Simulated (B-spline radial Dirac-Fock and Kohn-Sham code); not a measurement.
Neutral zinc: differential elastic cross section for electrons at 1.5 keV

The computed values come from an atomic code on a B-spline grid: relativistic (Dirac) partial waves in the static field of the Dirac-Fock atom with Furness-McCarthy exchange, without polarisation or absorption potentials.

Input file task.json (cfg lists n, l and occupation; rrms is the nuclear radius in fm):

```json
{"items": [{
  "Z": 30,
  "q": 0,
  "cfg": [[1, 0, 2], [2, 0, 2], [2, 1, 6], [3, 0, 2], [3, 1, 6], [3, 2, 10], [4, 0, 2]],
  "A": 64,
  "rrms": 3.9283,
  "do": "elastic",
  "energies": [[1500, 0]],
  "theta": [0, 1, 2, 3, 5, 7, 10, 15, 20, 25, 30, 40, 50, 60, 70, 80, 90, 100, 110, 120, 130, 140, 150, 160, 170, 180]
}]}
```

Launch: `python xray2_run.py task.json out`

```
θ (°)  dσ/dΩ (Å²/sr)  Sherman function
    0           19.6             0.000
    1           18.7             0.000
    2           16.4             0.000
    3           13.5             0.000
    5           8.09             0.000
    7           4.68             0.000
   10           2.26             0.000
   15          0.845             0.000
   20          0.376            -0.001
   25          0.195            -0.002
   30          0.119            -0.002
   40         0.0600             0.001
   50         0.0358             0.007
   60         0.0232             0.014
   70         0.0161             0.017
   80         0.0120             0.011
   90        0.00988            -0.003
  100        0.00908            -0.020
  110        0.00932            -0.032
  120         0.0104            -0.035
  130         0.0119            -0.032
  140         0.0138            -0.025
  150         0.0156            -0.019
  160         0.0171            -0.012
  170         0.0182            -0.006
  180         0.0185             0.000
```

The total elastic cross section is 1.18 Å², the first transport cross section 0.197 Å² and the second, weighted with (3/2) sin²θ, 0.261 Å². The mean deflection is ⟨1 − cos θ⟩ = 0.167, and 6.2 % of the collisions scatter beyond 90°.

On this grid of angles the cross section has a minimum near 100°, from interference among the few low partial waves with large phase shifts.

Phase shifts modulo π (rad) for κ = −1 to −5: -1.233, 0.405, -0.779, -1.558, 1.095.
